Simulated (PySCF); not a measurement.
Compound: (OH)2Hf(OSiH2)2O (singlet state).
Structure used (PBE0-D3(BJ)/def2-SVP), in Å, numbered top down from 1:
```
atom  x, y, z in Å
Hf1   -0.3073    1.1787   -0.8333
O2    -2.0314    1.4146   -1.6638
O3     0.9484    2.6019   -1.1746
O4    -0.4961    0.8509    1.0954
Si5   -0.2059   -0.4386    2.0956
O6     0.4071   -1.6813    1.1760
Si7    0.8288   -1.9428   -0.4116
O8     0.4619   -0.5769   -1.2762
H9    -2.8839    1.5330   -2.0751
H10    1.5956    3.2851   -1.3304
H11    0.8003   -0.0643    3.1267
H12   -1.4757   -0.8918    2.7255
H13    2.2904   -2.2136   -0.4806
H14    0.0484   -3.0989   -0.9304
```

Level of theory: PBE0-D3(BJ)/def2-SVP geometry optimisation, gas phase, def2 core potentials past Kr in PySCF.

(1) Which atoms are bound to Hf1, and at what distances?

(2) List the angles at Hf1.

(3) Describe the arrangement about Hf1 in numbers.

(4) What are the other bond lengths?

(5) Give some angles away from the centre.

(6) What are the rotational constants (commonest isotopes, rigid rotor)?

## Answers

(1) 4 atoms: O2 1.928 Å, O3 1.928 Å, O4 1.966 Å, O8 1.967 Å. The nearest atom not counted as bound is H10, at 2.88 Å (others tie with it).

(2) 
```csv
angle,degrees,distance of the outer atoms (Å)
O2–Hf1–O3,114.6,3.24
O3–Hf1–O8,111.4,3.22
O2–Hf1–O8,111.2,3.21
O3–Hf1–O4,111.1,3.21
O2–Hf1–O4,110.9,3.21
O4–Hf1–O8,96.3,2.93
```

(3) Angles from 96.3° to 114.6°; τ4 = (360° − α − β)/141° = 0.95 with α and β the two widest (0 for a square, 1 for a tetrahedron). The Hf–O distances aren't all alike: 1.928 to 1.967 Å.

(4) O2–H9, O3–H10 0.954 Å; O4–Si5, Si7–O8 1.658 Å; Si5–O6, O6–Si7 1.663 Å; Si5–H11 and 3 like bonds 1.488 Å.

(5) Hf1–O4–Si5 134.8°, O4–Si5–O6 108.2°, Si5–O6–Si7 137.6°.

(6) A = 1551, B = 666.7, C = 574.7 MHz: an asymmetric top.

Charge 0, singlet. No PBE0-D3(BJ)/def2-SVP frequencies stand behind this structure, so it isn't proved a minimum.

The run took 6.2 min wall on Intel Xeon Platinum 8259CL at 2.50 GHz, one thread, no GPU, on a shared host, and the process peaked at 0.70 GiB of memory. These figures are those of the optimisation.
